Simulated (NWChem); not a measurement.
System: GeI cation, singlet

Input file for NWChem:

```
start job
memory heap 200 mb stack 900 mb global 1100 mb
charge 1
geometry units angstroms noautoz
  Ge     0.000000     0.000000    -1.505068
  I      0.000000     0.000000     0.900773
end
basis spherical
  * library def2-svp
end
ecp
  I library def2-ecp
end
dft
  xc b3lyp
  iterations 150
  mulliken
end
task dft energy
```

NWChem printed, in part:

```
             Northwest Computational Chemistry Package (NWChem) 7.3.0
             --------------------------------------------------------

 ORDER OF PRIMARY AXIS IS BEING SET TO 4
 C4V symmetry detected

                             Geometry "geometry" -> ""
                             -------------------------

 Output coordinates in angstroms (scale by  1.889725989 to convert to a.u.)

  No.       Tag          Charge          X              Y              Z
 ---- ---------------- ---------- -------------- -------------- --------------
    1 Ge                  32.0000     0.00000000     0.00000000    -1.50011262
    2 I                   53.0000     0.00000000     0.00000000     0.90572838

 Effective nuclear repulsion energy (a.u.)     373.0440267264

      Symmetry information
      --------------------

 Group name             C4v
 Group number             18
 Group order               8
 No. of unique centers     2

                                 NWChem DFT Module
                                 -----------------

 Summary of "ao basis" -> "ao basis" (spherical)
 ------------------------------------------------------------------------------
       Tag                 Description            Shells   Functions and Types
 ---------------- ------------------------------  ------  ---------------------
 Ge                         def2-svp                12       32   5s4p3d
 I                          def2-svp                10       26   4s4p2d

      Symmetry analysis of basis
      --------------------------

        a1         22
        a2          0
        b1          5
        b2          5
        e          26

            General Information
            -------------------
          SCF calculation type: DFT
          Wavefunction type:  closed shell.
          No. of atoms     :     2
          No. of electrons :    56
           Alpha electrons :    28
            Beta electrons :    28
          Charge           :     1
          Spin multiplicity:     1
          Use of symmetry is: on ; symmetry adaption is: on
          Maximum number of iterations: 150
          AO basis - number of functions:    58
                     number of shells:    22
          Convergence on energy requested:  1.00D-06
          Convergence on density requested:  1.00D-05
          Convergence on gradient requested:  5.00D-04

              XC Information
              --------------
                         B3LYP Method XC Potential
                     Hartree-Fock (Exact) Exchange  0.200
                        Slater Exchange Functional  0.800 local
                    Becke 1988 Exchange Functional  0.720 non-local
              Lee-Yang-Parr Correlation Functional  0.810
                  VWN I RPA Correlation Functional  0.190 local

             Grid Information
             ----------------
          Grid used for XC integration:  medium
          Radial quadrature: Mura-Knowles
          Angular quadrature: Lebedev.
          Tag              B.-S. Rad. Rad. Pts. Rad. Cut. Ang. Pts.
          ---              ---------- --------- --------- ---------
          Ge                  1.25      112           9.0       590
          I                   1.40      123           9.0       590
          Grid pruning is: on
          Number of quadrature shells:   235
          Spatial weights used:  Erf1

      Superposition of Atomic Density Guess
      -------------------------------------

 Sum of atomic energies:       -2422.17061024

 Renormalizing density from      57.00 to     56

      Non-variational initial energy
      ------------------------------

 Total energy =   -2348.095031
 1-e energy   =   -3697.649321
 2-e energy   =    1173.590127
 HOMO         =      -0.652938
 LUMO         =      -0.375619

      Symmetry analysis of molecular orbitals - initial
      -------------------------------------------------

 !! scf_movecs_sym_adapt:   10 vectors were symmetry contaminated

  Symmetry fudging

 !! scf_movecs_sym_adapt:   10 vectors were symmetry contaminated

  Numbering of irreducible representations:

     1 a1          2 a2          3 b1          4 b2          5 e

  Orbital symmetries:

     1 a1          2 a1          3 a1          4 e           5 e
     6 a1          7 a1          8 a1          9 e          10 e
    11 a1         12 e          13 e          14 a1         15 e
    16 e          17 b1         18 b2         19 a1         20 e
    21 e          22 b1         23 b2         24 a1         25 a1
    26 e          27 e          28 a1         29 e          30 e
    31 a1         32 a1         33 a1         34 e          35 e
    36 e          37 e          38 a1

     ---------------------------------------------
      Total Density - Mulliken Population Analysis
     ---------------------------------------------

    Atom       Charge   Shell Charges
 -----------   ------   -------------------------------------------------------
    1 Ge  32    30.87   2.00  2.00  2.00  1.72  0.26  6.00  6.01  0.49  0.30  8.57  1.41  0.11
    2 I   25    25.13   1.83  0.23  1.39  0.51  2.90  3.17  3.01  2.07  9.88  0.15

   convergence    iter        energy       DeltaE   RMS-Dens  Diis-err
 ---------------- ----- ----------------- --------- --------- ---------
 d= 0,ls=0.0,diis     1  -2374.0821040863 -2.55D+03  3.23D-02  4.74D+00
 d= 0,ls=0.0,diis     2  -2373.8419398831  2.40D-01  3.23D-02  5.90D+00
 d= 0,ls=0.0,diis     3  -2374.2303935238 -3.88D-01  1.40D-02  3.92D-01
 d= 0,ls=0.0,diis     4  -2374.3213621349 -9.10D-02  1.09D-03  7.45D-03
 d= 0,ls=0.0,diis     5  -2374.3219846669 -6.23D-04  5.68D-04  7.26D-04
  Resetting Diis
 d= 0,ls=0.0,diis     6  -2374.3221706650 -1.86D-04  9.60D-05  2.60D-05
 d= 0,ls=0.0,diis     7  -2374.3221757298 -5.06D-06  3.20D-05  6.90D-07
 d= 0,ls=0.0,diis     8  -2374.3221756337  9.61D-08  2.31D-05  1.13D-06
 d= 0,ls=0.0,diis     9  -2374.3221758051 -1.71D-07  8.82D-06  2.17D-07

         Total DFT energy =    -2374.322175805115
      One electron energy =    -3748.362553013962
           Coulomb energy =     1299.207293305624
    Exchange-Corr. energy =     -101.131079646969
 Nuclear repulsion energy =      175.964163550192

 Numeric. integr. density =       56.000000113560

                  Occupations of the irreducible representations
                  ----------------------------------------------

                     irrep           alpha         beta
                     --------     --------     --------
                     a1               12.0         12.0
                     a2                0.0          0.0
                     b1                2.0          2.0
                     b2                2.0          2.0
                     e                12.0         12.0

                       DFT Final Molecular Orbital Analysis
                       ------------------------------------

 Vector   26  Occ=2.000000D+00  E=-5.292772D-01  Symmetry=a1
              MO Center= -9.5D-17, -2.7D-16, -3.8D-01, r^2= 3.9D+00
   Bfn.  Coefficient  Atom+Function         Bfn.  Coefficient  Atom+Function
  ----- ------------  ---------------      ----- ------------  ---------------
    45      0.516306  2 I  pz                 4      0.412213  1 Ge s
    14     -0.344643  1 Ge pz                48      0.334131  2 I  pz
     3     -0.221279  1 Ge s                 42     -0.200784  2 I  pz
     5      0.183001  1 Ge s                 11      0.181816  1 Ge pz
    17     -0.170011  1 Ge pz                39     -0.163376  2 I  pz

 Vector   27  Occ=2.000000D+00  E=-5.156327D-01  Symmetry=e
              MO Center=  7.7D-15,  1.8D-14,  5.4D-01, r^2= 2.4D+00
   Bfn.  Coefficient  Atom+Function         Bfn.  Coefficient  Atom+Function
  ----- ------------  ---------------      ----- ------------  ---------------
    43      0.535546  2 I  px                46      0.394972  2 I  px
    44      0.270976  2 I  py                40     -0.210622  2 I  px
    47      0.199849  2 I  py                12      0.171829  1 Ge px
    37     -0.171002  2 I  px                15      0.129800  1 Ge px
    41     -0.106571  2 I  py                 9     -0.091151  1 Ge px

 Vector   28  Occ=2.000000D+00  E=-5.156327D-01  Symmetry=e
              MO Center= -5.6D-17, -1.2D-16,  5.4D-01, r^2= 2.4D+00
   Bfn.  Coefficient  Atom+Function         Bfn.  Coefficient  Atom+Function
  ----- ------------  ---------------      ----- ------------  ---------------
    44      0.535546  2 I  py                47      0.394972  2 I  py
    43     -0.270976  2 I  px                41     -0.210622  2 I  py
    46     -0.199849  2 I  px                13      0.171829  1 Ge py
    38     -0.171002  2 I  py                16      0.129800  1 Ge py
    40      0.106571  2 I  px                10     -0.091151  1 Ge py

 Vector   29  Occ=0.000000D+00  E=-3.443323D-01  Symmetry=e
              MO Center= -2.1D-16,  4.5D-15, -1.1D+00, r^2= 3.3D+00
   Bfn.  Coefficient  Atom+Function         Bfn.  Coefficient  Atom+Function
  ----- ------------  ---------------      ----- ------------  ---------------
    15      0.567837  1 Ge px                12      0.539337  1 Ge px
    46     -0.295098  2 I  px                43     -0.280093  2 I  px
     9     -0.274151  1 Ge px                40      0.109031  2 I  px
     6      0.088365  1 Ge px                37      0.087473  2 I  px
    57      0.059016  2 I  d  1              52     -0.044190  2 I  d  1

[...]
```

Level: B3LYP/def2-SVP with def2 effective core potentials on I. Low-valent species are run as closed-shell singlets; no triplet was tried in these runs. Coordinates come from a PBE0/def2-SVP optimisation. def2 effective core potentials on I; no spin-orbit coupling.
